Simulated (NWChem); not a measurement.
Isomers of C3H5FSi, each optimised at B3LYP/6-31G* with NWChem, gas phase unless a solvent is named. Flexible species stand in one conformer each, which need not be the lowest. Pople sets run with spherical d functions. Relative energies count from the lowest isomer at each level and are electronic, without zero-point energy, on those geometries.

A: FC=C=C[SiH3]
B: C#C[Si@H](C)F
C: F[C@@H]1C=C[SiH2]1

```tsv
quantity	A	B	C
relative energy, B3LYP/6-31G* (kcal/mol)	60.2	0.0	48.3
relative energy, BLYP/def2-SVP (kcal/mol)	53.1	0.0	45.8
relative energy, PW6B95/def2-SVP (kcal/mol)	57.3	0.0	42.7
dipole (D), B3LYP/6-31G*	1.44	1.89	1.71
orbital gap (eV), B3LYP/6-31G*	5.88	7.49	6.99
```
